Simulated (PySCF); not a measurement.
# C4H10Zn: core ionisation energies

ZnMe(nPr), C4H10Zn (singlet state).
Bonds: Zn1–C2, Zn1–C6, C6–C7, C7–C8. Hydrogens: H3, H4, H5 on C2; H9, H10 on C6; H11, H12 on C7; H13, H14, H15 on C8.

Computed with delta-SCF UKS SCAN, pcX-2 on the ionised atom (unc-x2c-TZVPall on a metal), pcseg-1 elsewhere, spin-free X2C (PySCF 2.14.0). Each binding energy is the total energy of the core-ionised species, with the hole localised on one atom, minus that of the ground state; both are solved self-consistently, so orbital relaxation is included.

Problem. Give the core binding energies atom by atom.

Solution. 
```csv
atom(s),environment,level,binding energy (eV),above the level's lowest (eV),count
C7,carbon bonded to 2 C and 2 H,C 1s,290.32,+0.98,1
C8,carbon bonded to C and 3 H,C 1s,290.23,+0.89,1
C2,carbon bonded to Zn and 3 H,C 1s,289.42,+0.08,1
C6,"carbon bonded to C, Zn and 2 H",C 1s,289.34,0.00,1
```

Lowest listed C 1s: C6, bonded to C, 2 H and Zn. Highest, 0.98 eV above it: C7, bonded to 2 C and 2 H. The widest gap between neighbouring values is 0.81 eV, between 289.42 and 290.23 eV.

Problem. Which photon energy gives electrons from C 1s of C2 a kinetic energy of 50 eV, and what is their de Broglie wavelength?

Solution. hν = 289.42 + 50 = 339.42 eV, recoil neglected; λ = 12.264 Å/√(E/eV) = 1.73 Å.

Not every level is listed. No level of zinc is listed. Isolated species at its PBE0-D3(BJ)/def2-SVP geometry, gas phase. Metal 2p energies of this one-determinant scheme are less reliable than its 1s energies.
